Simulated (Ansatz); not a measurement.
A structure relaxed at PBE-D4/def2-SVPD in Ansatz, charge -1, doublet:

```xyz
7

Si    1.226   -1.247   -0.382
Si   -1.125    1.337    1.341
Si   -0.339    1.231   -1.021
S    -0.851   -1.027   -0.728
S    -3.075    1.883    1.474
S     2.275   -2.919   -0.099
S     1.890    0.742   -0.584
```

(1) Give its formula.

(2) Summarise the bond lengths by kind (pairs closer than 1.2 times the sum of covalent radii, bridged metal pairs left out).

Answers

(1) the cluster Si₃S₄⁻.

(2) 6 × S–Si 1.99 to 2.33 Å; 1 × Si–Si 2.49 Å.

Another isomer (doublet) lies 0.88 eV lower at PBE0-D4/def2-TZVPD; other spin states weren't run for this one.
